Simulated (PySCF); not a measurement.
From one molecule to another.

First species: C₄H₁₂Si₂.
SMILES: `C=C[SiH2]CC[SiH3]`

Second species: C5H8OSi2.
Numbering: `[CH:1]#[C:2][C@@H:3]1[C:4](=[O:5])[SiH2:6][C@@H:7]1[SiH3:8]` (hydrogens: H9 on C1; H10 on C3; H11, H12 on Si6; H13 on C7; H14, H15, H16 on Si8)

Levels: B3LYP/def2-SVPD for dipole moment, HOMO energy, LUMO energy, HOMO–LUMO gap, static isotropic polarisability and electronic spatial extent ⟨r²⟩ about the centre of nuclear charge; TDDFT B3LYP/def2-SVPD for lowest singlet excitation; TDA B3LYP/def2-SVPD for lowest triplet excitation (Tamm–Dancoff); GFN2-xTB for rotational constant A and rotational constant C. Geometries: GFN2-xTB. All species are isolated and taken at one optimised geometry, non-relativistic unless stated; the electronic structure was computed with PySCF and density fitting.

Dipoles, sizes and rotational constants follow the conformer. The torsions of the flexible species, by atom-mapped SMILES:
- `[CH2:1]=[CH:2][SiH2:3][CH2:4][CH2:5][SiH3:6]`: C1–C2–Si3–C4 -114°, C2–Si3–C4–C5 180°, Si3–C4–C5–Si6 -179°

```tsv
property	column X	column Y
dipole moment	2.39 D	0.50 D
HOMO energy	-6.69 eV	-7.35 eV
LUMO energy	-1.96 eV	-0.55 eV
HOMO–LUMO gap	4.73 eV	6.80 eV
lowest singlet excitation	3.22 eV	6.16 eV
lowest triplet excitation (Tamm–Dancoff)	2.62 eV	4.40 eV
static isotropic polarisability	111.1 au	106.8 au
electronic spatial extent ⟨r²⟩ about the centre of nuclear charge	1386 bohr²	1713 bohr²
rotational constant A	1.873 GHz	7.381 GHz
rotational constant C	0.867 GHz	0.672 GHz
```

**Question.** Which column belongs to which species?

**Answer.** Column X is the second species and column Y the first. The first has 18 atoms and 64 electrons, the second 16 and 74.

**Question.** How does each property change from the first species to the second?

**Answer.** dipole moment +1.89 D; HOMO energy +0.66 eV; LUMO energy -1.41 eV; HOMO–LUMO gap -2.07 eV; lowest singlet excitation -2.94 eV; lowest triplet excitation (Tamm–Dancoff) -1.78 eV; static isotropic polarisability +4.3 au; electronic spatial extent ⟨r²⟩ about the centre of nuclear charge -327 bohr²; rotational constant A -5.508 GHz; rotational constant C +0.195 GHz.

On the first: A dipole of 0.50 D is allowed in C1, and pure rotational transitions are dipole-allowed. In atomic units the dipole is 0.20 e·bohr (1 au = 2.5417 D).

On the second: The dipole matches unit charges of opposite sign 0.50 Å apart (1 e·Å = 4.8032 D). The principal polarisabilities are 92.4, 116.2 and 124.5 au; their mean is the isotropic value.
